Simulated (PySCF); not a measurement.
dimethyl telluride (C2H6Te), SMILES C[Te]C. Atoms are numbered in the order given.

```xyz
9

C      1.5870     0.0000    -1.0854
Te     0.0000     0.0000     0.4026
C     -1.5870     0.0000    -1.0854
H      1.5125    -0.9031    -1.7048
H      2.5435     0.0000    -0.5455
H      1.5125     0.9031    -1.7048
H     -1.5125    -0.9031    -1.7048
H     -2.5435     0.0000    -0.5455
H     -1.5125     0.9031    -1.7048
```

Geometry optimised at B3LYP-D3(BJ)/def2-SVP. The def2 effective core potentials stand for the cores of Te; spin–orbit coupling is left out.

Method: PySCF with TDA-CAM-B3LYP/def2-SVPD.

Vertical excitations. Isolated molecule, no solvent. State labels are in the subgroup C2v.

```tsv
state	symmetry	energy (eV)	λ (nm)	f	main pairs
S1	A2	3.63	342	0.000	HOMO→LUMO 90 %
S2	B2	4.80	258	0.005	HOMO→LUMO+1 76 %, HOMO→LUMO+2 14 %
S3	B2	5.29	234	0.090	HOMO→LUMO+2 84 %, HOMO→LUMO+1 15 %
S4	A1	6.01	206	0.046	HOMO→LUMO+3 98 %
S5	A2	6.14	202	0.000	HOMO→LUMO+4 88 %
S6	B2	6.37	195	0.031	HOMO→LUMO+5 87 %
S7	B1	6.69	185	0.075	HOMO−1→LUMO 75 %, HOMO→LUMO+9 16 %
S8	B2	7.22	172	0.201	HOMO→LUMO+6 96 %
S9	A1	7.33	169	0.067	HOMO−1→LUMO+1 58 %, HOMO−2→LUMO 24 %
S10	A1	7.48	166	0.023	HOMO→LUMO+8 89 %
T1	A2	3.13	396	0	HOMO→LUMO 86 %
T2	B2	4.12	301	0	HOMO→LUMO+1 68 %, HOMO→LUMO+5 25 %
T3	B2	5.06	245	0	HOMO→LUMO+2 93 %
T4	B1	5.42	229	0	HOMO−1→LUMO 79 %, HOMO−1→LUMO+4 14 %
```
Triplets are in the Tamm–Dancoff approximation.
